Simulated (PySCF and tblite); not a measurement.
The numbers below are computed, except where a source is named.
Stationary points of C5H5BF2 at GFN2-xTB, in Å:

Structure A

```
 1 C     0.537    1.313    0.613
 2 C     0.601    0.057    0.153
 3 B     1.955   -0.712    0.165
 4 F     2.093   -1.951   -0.272
 5 F     3.078   -0.181    0.614
 6 C    -0.601   -0.642   -0.377
 7 C    -1.714    0.137   -1.036
 8 C    -1.977   -0.310    0.149
 9 H     1.410    1.813    0.995
10 H    -0.386    1.871    0.618
11 H    -0.405   -1.654   -0.715
12 H    -1.976    0.677   -1.912
13 H    -2.619   -0.417    0.988
```

Structure B

```
 1 C     0.565    1.395    0.408
 2 C     0.616    0.095    0.125
 3 B     1.957   -0.726    0.173
 4 F     2.752   -0.878   -0.868
 5 F     2.382   -1.357    1.250
 6 C    -0.609   -0.667   -0.259
 7 C    -1.748    0.027   -0.963
 8 C    -1.957   -0.264    0.282
 9 H     1.441    1.953    0.686
10 H    -0.363    1.943    0.370
11 H    -0.430   -1.718   -0.474
12 H    -2.047    0.454   -1.887
13 H    -2.558   -0.256    1.157
```

The path came from a restrained scan, a climbing-image band and a saddle search at GFN2-xTB; energies are B3LYP/pcSseg-1 + D3(BJ)//GFN2-xTB, thermal terms GFN2-xTB.

Problem. Which structure is a saddle point, and along which motion?

Solution. B: one imaginary mode (58i cm⁻¹ at GFN2-xTB, mostly on F4, F5, C1), along the rotation about the B3–C2 bond (torsion F4–B3–C2–C1 from -180° to 0°, rising).

Problem. Give their symmetry and energies above the lowest.

Solution. A Cs, 0.0 kcal/mol; B Cs, 6.0 kcal/mol.
